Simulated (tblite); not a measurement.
Species: C5H11NO2Si.
Z-matrix (Å and degrees, GFN2-xTB geometry), rows numbered from 1:
```
C 
C   1  1.5240
C   2  1.5355  1  112.20
C   3  1.5056  2  110.12  1    58.52
N   4  1.2533  3  120.59  2    68.95
C   3  1.5537  2  110.94  1  -179.44
O   6  1.3952  3  108.38  2   140.12
Si  7  1.6380  6  111.92  3   -16.47
O   3  1.4077  2  109.89  1   -61.60
H   1  1.0872  2  110.08  3   174.10
H   1  1.0871  2  109.96  3    54.26
H   1  1.0875  2  110.68  3   -65.92
H   2  1.0920  1  109.46  3  -119.68
H   2  1.0909  1  110.52  3   120.17
H   4  1.0971  3  113.49  2  -111.43
H   5  1.0174  4  115.56  3  -179.99
H   6  1.0950  3  109.97  2    20.91
H   6  1.0916  3  110.48  2   -99.84
H   8  1.4532  7  112.98  6  -105.78
H   8  1.4537  7  108.17  6   122.94
```

Computed values, GFN2-xTB/tblite, gas phase, harmonic and unscaled. Against measured fundamentals such values can be off by several per cent, at times by over 20. Modes of hydrogen on silicon can be 10 to 20 % off. One conformer, not necessarily the lowest.

Harmonic wavenumbers (cm⁻¹): 48.0, 59.3, 96.4, 123.9, 191.6, 213.0, 260.2, 287.4, 367.2, 427.6, 461.2, 481.9, 549.8, 597.4, 616.8, 685.9, 746.9, 785.2, 810.3, 824.7, 831.4, 891.1, 941.4, 1013.4, 1017.2, 1041.7, 1047.5, 1110.5, 1117.9, 1135.1, 1155.4, 1197.8, 1224.1, 1261.7, 1300.8, 1327.5, 1353.1, 1405.4, 1460.3, 1480.6, 1495.0, 1501.3, 1738.4, 2329.0, 2363.3, 2860.3, 2922.2, 2975.5, 2976.7, 2994.6, 3037.5, 3040.7, 3047.5, 3340.3.

A = 2150, B = 1145, C = 952.7 MHz; mass 145.056 u (most abundant isotopes); point group C1, symmetry number 1.

**Question.** What is the zero-point energy?

**Answer.** Half the sum of the wavenumbers: 34285 cm⁻¹ = 410.14 kJ/mol.

**Question.** Entropy at 200 K, 1 bar (ideal gas, RRHO, classical rotation)?

**Answer.** Translation 162.63, rotation 117.64, vibration 83.55: S = 363.8 J/(mol K).

**Question.** And Cp and H(200 K) − H(0)?

**Answer.** Cp = 123.23 J/(mol K), of which vibrations give 89.97 (their classical limit is 54 R = 449.0); H(200 K) − H(0) = 15.69 kJ/mol without the zero-point energy, 9.04 from vibrations.

**Question.** Blend soft modes into free rotors: weight 1/[1 + (100 cm⁻¹/ν̃)⁴] for the oscillator and the rest for a rotor with moment μB/(μ + B), μ = h/(8π²ν), B = 10⁻⁴⁴ kg m². What vibrational entropy results?

**Answer.** 76.86 J/(mol K) in place of 83.55, which changes −T·S at 200 K by +1.34 kJ/mol.

**Question.** Which modes carry the vibrational entropy at 200 K?

**Answer.** 48.0 cm⁻¹: 17.20; 59.3 cm⁻¹: 15.46; 96.4 cm⁻¹: 11.52; 123.9 cm⁻¹: 9.54; 191.6 cm⁻¹: 6.27; 213.0 cm⁻¹: 5.53 J/(mol K); the other 48 give 18.02 together.

Hindered rotation and anharmonicity are outside this model. Other conformers, if any are populated, would add a mixing term that is left out. The structure is chiral; the term R ln 2 for an equal mix with its mirror image is left out.
